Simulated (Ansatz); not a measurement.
Consider the formal exchange of groups at a Ge–Si bond: `[GeH3][SiH2][GeH2][GeH3]` + `C[SiH2][GaH2]` → `C[SiH]([GaH2])[GeH2][GeH3]` + `[SiH3][GeH3]`.

Gas-phase electronic energies from Ansatz, PBE0-D4/def2-TZVP geometries. CCSD(T)/CBS adds triple-zeta CCSD(T) − MP2 to the extrapolated MP2 energy (def2 sets, frozen cores). DFT in def2-TZVPP. B3LYP here is the variant with VWN-RPA as its local correlation; programs differ in this. HSE06 is defined as in plane-wave codes. For Ga, Ge outer-core shells are correlated without core-valence functions, which leaves a few kJ/mol of doubt a bond. Scalar relativity is left out up to krypton. Each species was taken in one conformer, which may not be the lowest.

```
        level  ΔE (kcal/mol)
       B97M-V           -0.8
     B3LYP-D4           -1.3
 CAM-B3LYP-D4           -0.9
      ωB97X-V           -0.6
      ωB97M-V           -0.7
      r2SCAN0           -0.9
        HSE06           -0.9
CCSD/def2-SVP           -0.8
```

What does CCSD(T)/CBS give? (Estimate.)

Computed: -1.2 kcal/mol. The listed levels differ from it by 0.4, -0.1, 0.3, 0.6, 0.5, 0.3, 0.3, 0.4 kcal/mol.

Largest T1 diagnostic among the species: 0.012.

In def2-TZVPP, CCSD(T) changes the Hartree–Fock value by −0.9 kcal/mol (the triples alone add −0.2 kcal/mol) and MP2 by −1.3 kcal/mol. Leaving LDA and LC-ωPBE aside and taking each functional with its dispersion term where it has one, the values, not all of them listed here, spread over 1.0 kcal/mol, from BLYP-D4 to ωB97X-V.
